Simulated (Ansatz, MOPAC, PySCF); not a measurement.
Molecule: GaBr$_{2}$, net charge 1, singlet state. SMILES: [Br][Ga+][Br]
Geometry: optimised at B3LYP-D3(BJ)/def2-TZVP (Ansatz, a quantum-chemistry and plane-wave program).

Unscaled harmonic wavenumbers (cm⁻¹) in rising order, each level at the stationary point that it reaches from this structure (no distance between atoms moves by over 0.3 Å); the order of modes can differ between levels, and a negative number is imaginary. B3LYP-D3(BJ)/def2-TZVP (PySCF, at the structure above): 83, 83, 245, 455.

PM6 (MOPAC): 79, 79, 253, 449. Zero-point energy 1.2 against 1.2 kcal/mol.

PM7 (MOPAC): 73, 73, 237, 445. Zero-point energy 1.2 against 1.2 kcal/mol.

HF/LANL2DZ (Ansatz): 79, 79, 221, 418. Zero-point energy 1.1 against 1.2 kcal/mol.

B3LYP/LANL2DZ (Ansatz): 71, 71, 210, 399. Zero-point energy 1.1 against 1.2 kcal/mol.
